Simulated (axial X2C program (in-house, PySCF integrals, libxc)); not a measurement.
Curves of SmF from open-shell CI on f5 s2

Calculated with an in-house all-electron X2C program for linear molecules (integrals from PySCF): two-component X2C with atomic mean-field Coulomb and Gaunt terms, basis Sm dyall-v3z, F dyall-av3z (cores contracted in-house). Orbitals come from Hartree–Fock averaged over the configuration Sm f5 s2; CI then distributes these electrons over the f, s shells of Sm.

Scan along the bond; masses Sm 151.920 u, F 18.998 u. Energies in cm⁻¹ from the lowest point; levels are followed by energy order within each Ω. Lowest level at 2.002 Å: 100% f5 s2.

```csv
R (Å),(1)Ω=1/2,(1)Ω=3/2,(1)Ω=5/2,(2)Ω=1/2,(2)Ω=3/2,(1)Ω=7/2,(2)Ω=5/2,(3)Ω=1/2,(3)Ω=3/2
1.862,2130,2308,2867,3104,3502,3835,4021,4309,4616
1.932,468,668,1233,1471,1828,2206,2324,2680,2948
2.002,0,214,781,1025,1348,1757,1821,2234,2471
2.082,479,702,1266,1522,1813,2244,2260,2731,2940
2.162,1725,1953,2510,2782,3046,3488,3465,3991,4176
2.252,3736,3965,4512,4803,5042,5487,5432,6011,6176
2.362,6710,6936,7466,7783,7996,8438,8352,8990,9134
```

Task: Fit the curves (1)Ω=1/2, (1)Ω=3/2, (1)Ω=5/2, (2)Ω=1/2, (2)Ω=3/2, (1)Ω=7/2, (2)Ω=5/2, (3)Ω=1/2, (3)Ω=3/2 near their minima.

Result: From the open-shell CI curves, Te from the lowest:

| level | Te (cm⁻¹) | Re (Å) | ωe (cm⁻¹) |
| --- | --- | --- | --- |
| (1)Ω=1/2 | 0 | 2.002 | 582.6 |
| (1)Ω=3/2 | 214 | 2.001 | 581.9 |
| (1)Ω=5/2 | 781 | 2.001 | 580.5 |
| (2)Ω=1/2 | 1025 | 2.001 | 583.1 |
| (2)Ω=3/2 | 1348 | 2.003 | 581.4 |
| (1)Ω=7/2 | 1757 | 2.001 | 580.0 |
| (2)Ω=5/2 | 1820 | 2.005 | 578.3 |
| (3)Ω=1/2 | 2234 | 2.001 | 583.0 |
| (3)Ω=3/2 | 2471 | 2.003 | 581.8 |

Without dynamic correlation distances can be off by several hundredths of an Å (long for ionic bonds, short for multiple bonds) and the wavenumbers are rough.

The 9 lowest curves are shown; the next is (3)Ω=5/2, from 2782 cm⁻¹.

Dynamic correlation is missing, so gaps between terms are too wide and other configurations may lie lower; the lowest level listed is that of this model, not necessarily the ground state. At most 4 roots were kept for each Ω > 0 (twice that for Ω = 0) within 2.2 eV of the lowest, so higher up levels can be missing between those listed; levels with Ω > 0 are doubly degenerate and listed once, Ω = 0 levels singly.
